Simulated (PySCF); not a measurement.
**Spin-rotation constants: `O[C@H]1CC=CC=C1F`, C6H7FO**

Cartesian coordinates in Å; atom numbers follow the order of the lines, from 1:
```xyz
15

O    -1.662   -0.771   -0.957
C    -1.085   -0.319    0.259
C     0.119   -1.216    0.564
C     1.393   -0.743   -0.061
C     1.590    0.528   -0.407
C     0.553    1.518   -0.211
C    -0.666    1.120    0.138
F    -1.674    2.011    0.320
H    -2.356   -0.157   -1.224
H    -1.833   -0.408    1.065
H     0.266   -1.282    1.647
H    -0.125   -2.215    0.199
H     2.171   -1.481   -0.181
H     2.525    0.861   -0.830
H     0.779    2.564   -0.344
```

The calculation used GIAO CAM-B3LYP/pcSseg-1 magnetisability, rotational g tensor and spin-rotation constants, non-relativistic, gas phase in PySCF. Geometry: GFN2-xTB.

**Question.** Give the nuclear spin-rotation constants along the inertial axes (H = +C I·J) beside the isotropic shieldings.

**Answer.** Rotational constants 2.9283, 2.1414, 1.4458 GHz. A star marks the isotopologue with that one atom substituted, in its own axes.
| atom | isotope | Caa (kHz) | Cbb (kHz) | Ccc (kHz) | mean (kHz) | σ (ppm) |
| --- | --- | --- | --- | --- | --- | --- |
| F8 | 19F | 3.197 | 2.733 | 0.931 | 2.287 | 296.4 |
| H9 | 1H | -0.032 | -0.264 | -0.158 | -0.151 | 30.7 |
| H10 | 1H | -0.156 | -0.124 | -0.045 | -0.108 | 27.2 |
| H11 | 1H | -0.306 | -0.233 | 0.049 | -0.164 | 29.1 |
| H12 | 1H | -0.249 | 0.035 | -0.154 | -0.123 | 29.0 |
| H13 | 1H | 0.295 | -0.233 | -0.160 | -0.033 | 25.9 |
| H14 | 1H | -0.096 | -0.008 | -0.114 | -0.073 | 25.7 |
| H15 | 1H | -0.208 | 0.131 | -0.162 | -0.080 | 25.8 |
| O1 | 17O* | -0.271 | -0.212 | -0.145 | -0.209 | 277.7 |
| C2 | 13C* | 0.713 | 0.499 | 0.272 | 0.495 | 115.4 |
| C3 | 13C* | 0.499 | 0.401 | 0.238 | 0.379 | 147.3 |
| C4 | 13C* | 1.413 | 0.639 | 0.260 | 0.771 | 51.2 |
| C5 | 13C* | 1.309 | 0.663 | 0.263 | 0.745 | 55.6 |
| C6 | 13C* | 1.133 | 0.716 | 0.210 | 0.686 | 71.9 |
| C7 | 13C* | 1.465 | 0.836 | 0.393 | 0.898 | 6.8 |

For the geometry as given, no vibrational averaging.

**Question.** How do the rotational constants and the g tensor change when H9, H10, H11, H12, H13, H14, H15 are replaced by deuterium?

**Answer.** Constants 2.5416, 1.9210, 1.2975 GHz; g -0.0279, -0.0214, -0.0044, against -0.0323, -0.0230, -0.0054 before.
